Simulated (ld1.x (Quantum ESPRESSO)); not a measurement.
# argon (Ar): excitation energies, all-electron against RRKJ

argon (Ar), norm-conserving RRKJ (Kleinman–Bylander form), made with ld1.x (Quantum ESPRESSO) 7.5 (BLYP, non-relativistic). Core [Ne], reference 3s2 3p6. Waves: 3p (bound): rc 1.40 bohr; 3s (bound): rc 1.05 bohr. Local part: the s channel. Core correction: none.

Energies are relative to the spin-unpolarised reference configuration 3s2 3p6; without spin polarisation the order of configurations can differ from experiment.

Give the all-electron excitation energy and the error of the potential for: 3s2 3p5; 3s2 3p4; 3s2 3p3; 3s2 3p2; 3s2 3p5.5; 3s1 3p6.

```csv
valence configuration,charge,ΔE all-electron (eV),error AE − PS (meV)
3s2 3p5,+1,15.935,+4.7
3s2 3p4,+2,44.456,+30
3s2 3p3,+3,86.898,+106
3s2 3p2,+4,144.400,+280
3s2 3p5.5,+0.5,6.488,+0.9
3s1 3p6,+1,30.260,+2.1
```

ld1.x printed “convergence not achieved” for 6 of the counted tests; their residual had stalled under 1e-8, short of the target of 1e-14.
